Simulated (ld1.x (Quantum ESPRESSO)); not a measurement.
**As: TM pseudisation with LDA (PZ), scalar-relativistic reference atom.**

| Quantity | Value |
| --- | --- |
| Element | arsenic |
| Generator | ld1.x (Quantum ESPRESSO) 7.5 |
| Type | norm-conserving Troullier–Martins (Kleinman–Bylander form) |
| Functional | LDA (PZ) |
| Relativity | scalar-relativistic |
| Frozen core | [Ar] 3d10 |
| Valence charge | 5 |
| Reference configuration | 4s2 4p3 |
| Partial waves | 4p (bound): rc 1.75 bohr; 4d channel at 0.4 Ry: rc 1.40 bohr; 4s (bound): rc 1.15 bohr |
| Local potential | the s channel |
| Core correction | none |

All-electron outer shells of the reference configuration (LDA (PZ), scalar-relativistic, ld1.x):

```json
{"shell": "3p", "level (eV)": "-133.41", "outermost node (bohr)": "0.22", "outermost maximum (bohr)": "0.52"}
{"shell": "3d", "level (eV)": "-40.89", "outermost node (bohr)": "–", "outermost maximum (bohr)": "0.47"}
{"shell": "4s", "level (eV)": "-14.70", "outermost node (bohr)": "0.73", "outermost maximum (bohr)": "1.61"}
{"shell": "4p", "level (eV)": "-5.35", "outermost node (bohr)": "0.78", "outermost maximum (bohr)": "1.97"}
```

(1) Estimate the cutoffs (Ry, on a coarse ladder) from which the occupation-weighted sum of valence levels, in a spherical-Bessel basis at the reference potential, stays within 10 and 1 mRy of its value at 400 Ry.

(2) What does a ghost test show?

(3) Which valence shell sets the plane-wave cutoff?

(4) Tests: 4s2 4p2; 4s2 4p1; 4s2 4p0; 4s2 4p3.3; 4s1 4p0; 4s1 4p3; 4s0 4p5. Which has the largest error in its energy relative to the reference configuration, and how large is it?

## Answers

(1) 70 Ry and 260 Ry.

(2) Ghost states, extra bound levels that the all-electron valence spectrum of the same l lacks: p at -165.1 eV, d at -36.5 eV. A true bound ghost makes a file unfit for plane-wave use.

(3) 4s: its level needs 180 Ry to come within 1 mRy, against 25 Ry for 4p.

(4) 4s1 4p0, with +539 meV (all-electron minus pseudo) on +106.64 eV.
